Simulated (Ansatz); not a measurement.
`N[CH2][SnH3]` at its PBE0-D4/def2-TZVP geometry, where that method's forces vanish. Total charge 0; spin multiplicity 1. Sn: def2 effective core potential.

```json
{"atom": "N1", "x (Å)": "0.661", "y (Å)": "-1.199", "z (Å)": "-0.826"}
{"atom": "C2", "x (Å)": "-0.045", "y (Å)": "-0.748", "z (Å)": "0.364"}
{"atom": "Sn3", "x (Å)": "-0.541", "y (Å)": "1.340", "z (Å)": "0.151"}
{"atom": "H4", "x (Å)": "1.556", "y (Å)": "-0.735", "z (Å)": "-0.918"}
{"atom": "H5", "x (Å)": "0.845", "y (Å)": "-2.194", "z (Å)": "-0.787"}
{"atom": "H6", "x (Å)": "-0.996", "y (Å)": "-1.282", "z (Å)": "0.438"}
{"atom": "H7", "x (Å)": "0.486", "y (Å)": "-0.898", "z (Å)": "1.314"}
{"atom": "H8", "x (Å)": "0.865", "y (Å)": "2.173", "z (Å)": "-0.359"}
{"atom": "H9", "x (Å)": "-1.064", "y (Å)": "1.998", "z (Å)": "1.642"}
{"atom": "H10", "x (Å)": "-1.767", "y (Å)": "1.546", "z (Å)": "-1.018"}
```

Q: For each bond, give half the difference of the two atoms' forces along it (eV/Å; positive pushes the atoms apart) under PBE-D4, r2SCAN-D4, B3LYP-D4, ωB97M-V in def2-TZVPP. (An estimate is asked.)

A: Computed: 
```json
{"bond": "N1–C2", "length (Å)": "1.455", "PBE-D4": "0.06", "r2SCAN-D4": "0.18", "B3LYP-D4": "0.24", "ωB97M-V": "0.34"}
{"bond": "N1–H4", "length (Å)": "1.012", "PBE-D4": "0.24", "r2SCAN-D4": "-0.01", "B3LYP-D4": "-0.04", "ωB97M-V": "-0.08"}
{"bond": "N1–H5", "length (Å)": "1.013", "PBE-D4": "0.25", "r2SCAN-D4": "0.01", "B3LYP-D4": "-0.05", "ωB97M-V": "-0.09"}
{"bond": "C2–Sn3", "length (Å)": "2.157", "PBE-D4": "0.08", "r2SCAN-D4": "0.06", "B3LYP-D4": "0.16", "ωB97M-V": "-0.07"}
{"bond": "C2–H6", "length (Å)": "1.093", "PBE-D4": "0.10", "r2SCAN-D4": "-0.05", "B3LYP-D4": "-0.15", "ωB97M-V": "-0.11"}
{"bond": "C2–H7", "length (Å)": "1.099", "PBE-D4": "0.08", "r2SCAN-D4": "-0.05", "B3LYP-D4": "-0.12", "ωB97M-V": "-0.13"}
{"bond": "Sn3–H8", "length (Å)": "1.712", "PBE-D4": "0.08", "r2SCAN-D4": "-0.02", "B3LYP-D4": "0.01", "ωB97M-V": "-0.06"}
{"bond": "Sn3–H9", "length (Å)": "1.712", "PBE-D4": "0.06", "r2SCAN-D4": "-0.02", "B3LYP-D4": "-0.01", "ωB97M-V": "-0.05"}
{"bond": "Sn3–H10", "length (Å)": "1.706", "PBE-D4": "0.07", "r2SCAN-D4": "-0.02", "B3LYP-D4": "0.00", "ωB97M-V": "-0.06"}
```

B3LYP here is the variant with VWN-RPA as its local correlation; programs differ in this.
